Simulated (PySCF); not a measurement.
# Ionisation energy of Sm(49+) by level of theory

Sm(49+) [Ne] 3s2 3p1 (2P) → Sm(50+) [Ne] 3s2 (1S), as a difference of total energies. Calculation: PySCF 2.14, in an even-tempered Gaussian basis (18 s from 10 bohr⁻², ratio 2.5; 12 p from 14 bohr⁻², ratio 2.5; 4 d from 54 bohr⁻², ratio 2.7; 4 f from 80 bohr⁻², ratio 2.7); the spin-free X2C one-electron Hamiltonian (Gaussian nucleus). Correlated levels: outer shells: 1s2 frozen; virtual orbitals above 40 to 60 times the deepest correlated orbital energy dropped. The calculations carry no spin-orbit coupling.

| method | ionisation energy (eV) |
| --- | --- |
| UHF | 4230.5 |
| MP2 (outer shells) | 4231.0 |
| SCS-MP2 (outer shells) | 4230.9 |
| CCSD (outer shells) | 4231.0 |
| CCSD(T) (outer shells) | 4231.0 |

A first-order spin-orbit estimate (lowest level to lowest level, LS coupling) adds 99.315 eV.

Breit and QED terms and the two-electron picture change are absent.

First order in ζ underestimates the shift of j = l − 1/2 levels at high Z.

For comparison: 4337 ± 4 eV (theoretical estimate listed by NIST; NIST Atomic Spectra Database, ionization energies).
